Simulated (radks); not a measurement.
Values are calculated unless marked as measured or tabulated.
Question: Ionisation of the caesium ion Cs52+, [He] 2s1, to Cs53+, [He], under several functionals. Scalar-relativistic Kohn-Sham, spin-polarised, spherical densities, finite nucleus; open shells are filled with parallel spins first; a radial shooting solver on a logarithmic mesh with Libxc functionals. Known Delta-SCF values: LDA (Slater exchange, VWN5 correlation) 10214.4 eV; r2SCAN 10219.1 eV; HCTH/407 10219.7 eV. What does AM05 give, and what is its highest occupied eigenvalue?

Answer: 10214.8 eV by Delta-SCF; the 2s eigenvalue is -10128.0 eV. NIST: 10208.8 eV (theoretical).
